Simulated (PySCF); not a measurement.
## C6H7FN: g tensor and hyperfine couplings

Compound: C₆H₇FN (doublet state).
SMILES with atom numbers: `[N:1]#[C:2][C@@H:3]1[CH2:4][CH2:5][CH2:6][C:7]1[F:8]` (hydrogens: H9 on C3; H10, H11 on C4; H12, H13 on C5; H14, H15 on C6)

Structure used (GFN2-xTB), in Å, numbered top down from 1:
```
atom  x, y, z in Å
N1     1.6662    0.0322   -2.6470
C2     1.3984    0.2681   -1.5614
C3     1.0117    0.5596   -0.1915
C4     0.7442   -0.7483    0.5820
C5    -0.7341   -1.0430    0.3046
C6    -1.4091    0.3334    0.2996
C7    -0.3271    1.2159   -0.1962
F8    -0.4268    2.5584   -0.1199
H9     1.7957    1.1839    0.2539
H10    1.3958   -1.5600    0.2603
H11    0.9038   -0.5707    1.6467
H12   -0.8349   -1.5039   -0.6789
H13   -1.1638   -1.7139    1.0458
H14   -1.7218    0.6331    1.3099
H15   -2.3025    0.3633   -0.3297
```

The hyperfine couplings belong to this conformer and change with its torsions.

Theory: PySCF 2.14.0, UKS B3LYP, pcH-1 on C F H N, non-relativistic, mean-field spin-orbit, GIAO. Geometry: GFN2-xTB, one conformer, isolated molecule. Couplings are sensitive to structure, and on GFN2-xTB geometries they can be far from those on DFT ones. Stability of the SCF solution: not tested.

```json
{
 "g1, g2, g3": "2.00199, 2.00411, 2.00463",
 "g_iso": "2.00357",
 "Form of g": "rhombic: the two nearest values differ by 20 % of g3 − g1",
 "⟨S²⟩": "0.7538 (exact 0.7500)",
 "α and β electrons": "30, 29",
 "HOMO–LUMO gap, α and β orbitals": "5.99, 7.12 eV",
 "Total energy": "-387.39279 Eh",
 "Basis functions": "270"
}
```

Hyperfine couplings atom by atom, in mT; T1 to T3 are the principal values of the dipolar part; ρ(0) is the spin density at the nucleus (MHz turned into mT with g_iso):

```tsv
atom	isotope	a_iso	T1	T2	T3	Mulliken spin population	ρ(0) (bohr⁻³)
N1	14N	0.02	-0.05	-0.02	0.07	0.02	0.0021
C2	13C	2.92	-0.12	-0.10	0.23	0.02	0.0729
C3	13C	-0.88	-0.10	-0.02	0.13	-0.06	-0.0220
C4	13C	0.32	-0.07	-0.05	0.12	0.01	0.0080
C5	13C	0.00	-0.04	-0.03	0.07	0.01	0.0000
C6	13C	-0.72	-0.08	-0.03	0.11	-0.07	-0.0179
C7	13C	5.94	-3.07	-2.96	6.03	0.89	0.1482
F8	19F	6.00	-8.82	-7.40	16.22	0.06	0.0400
H9	1H	1.62	-0.17	-0.13	0.29	0.03	0.0102
H10	1H	0.18	-0.08	-0.05	0.13	0.00	0.0011
H11	1H	-0.06	-0.11	-0.08	0.19	0.00	-0.0003
H12	1H	-0.05	-0.10	-0.10	0.20	0.00	-0.0003
H13	1H	-0.12	-0.07	-0.06	0.12	0.00	-0.0007
H14	1H	4.04	-0.17	-0.12	0.29	0.06	0.0254
H15	1H	3.06	-0.18	-0.17	0.36	0.03	0.0192
```

The Mulliken spin populations are largest on C7 (+0.89), C6 (-0.07), H14 (+0.06) and F8 (+0.06). C7 is the only atom above +0.15. The positive populations add up to 1.13 and the negative ones to -0.13, together 2S = 1. The angles at C7 add up to 354.7°, so it is nearly planar.

Axes: g2 points within 5° of the C7–F8 bond.

Under fast tumbling the dipolar parts average out, and these isotropic splittings remain (the largest six): 1 × 19F (F8, I = 1/2, 2 lines) with 6.00 mT, 1 × 1H (H14, I = 1/2, 2 lines) with 4.04 mT, 1 × 1H (H15, I = 1/2, 2 lines) with 3.06 mT, 1 × 1H (H9, I = 1/2, 2 lines) with 1.62 mT, 1 × 1H (H10, I = 1/2, 2 lines) with 0.18 mT and 1 × 1H (H13, I = 1/2, 2 lines) with 0.12 mT.

The 13C coupling of C7 (166.6 MHz) shows only in satellite lines or after enrichment, since that isotope makes up about 1.07 % of natural carbon.
